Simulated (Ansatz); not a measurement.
A run on `[CH3][Ga-]([CH3])([OH2+])[Cl]` with other settings.

```yaml
crystal:
  periodic: [false, false, false]
  atoms:
    - {symbol: C, position_ang: [-1.803165, 0.255109, -0.859142]}
    - {symbol: Ga, position_ang: [0.083624, 0.004901, -0.397903]}
    - {symbol: C, position_ang: [1.019910, -1.545793, 0.367174]}
    - {symbol: O, position_ang: [0.356077, 1.440590, 1.223642]}
    - {symbol: Cl, position_ang: [1.440567, 1.313045, -1.597827]}
    - {symbol: H, position_ang: [-2.458056, -0.144980, -0.082148]}
    - {symbol: H, position_ang: [-2.022859, 1.315279, -0.993820]}
    - {symbol: H, position_ang: [-2.033680, -0.258667, -1.795323]}
    - {symbol: H, position_ang: [2.049860, -1.294104, 0.628068]}
    - {symbol: H, position_ang: [0.509062, -1.926593, 1.255316]}
    - {symbol: H, position_ang: [1.056004, -2.357414, -0.363413]}
    - {symbol: H, position_ang: [0.931208, 1.092656, 1.913654]}
    - {symbol: H, position_ang: [0.892047, 2.071172, 0.716623]}
basis:
  gaussian: {orbitals: x2c-TZVPPall}
hamiltonian: {xc: {name: PBE-QIDH}}
scf: {lower_state_search: light}
```

```sh
$ ansatz run in.yaml --threads 4 --pin off --events-out ev --progress --plain --max-ram 11315MiB
```

Shortened log:

```
Functional definition: PBE-QIDH
1754 factors; integrals over basis functions are off by at most 1.0e-3 eV
mean field evaluation 1: about -69669.5510 eV, gradient 5.6e1 eV
mean field evaluation 2: about -69669.6493 eV, gradient 5.6e1 eV
mean field evaluation 4: about -69675.7249 eV, gradient 5.6e0 eV
mean field evaluation 8: about -69675.7732 eV, gradient 3.4e-1 eV
mean field evaluation 16: about -69675.7734 eV, gradient 1.4e-4 eV
mean field -69675.77342547 eV, -2560.5374454506 hartree, gradient 7.6e-6 eV, S^2 0.000000; 0 other end points of the search recorded, 0 dependent functions left out
17 core orbitals not correlated: weight in the atoms' cores, before any rotation towards them, 1.000 or more for the frozen orbitals, at most 0.000 for the correlated occupied ones
reference -69675.77343938 eV, -2560.5374459617 hartree; 21, 21 occupied and 257, 257 virtual orbitals, 1754 factors
second order -32.32315104 eV of doubles, -0.00000000 eV of singles
Total energy: -69686.54782306 eV, -2560.9333972589 hartree
Relativity: scalar
```

It took 8.5 s on 4 threads of an Arm Neoverse V2 on a shared host, with 0.91 GiB of host memory at the peak.
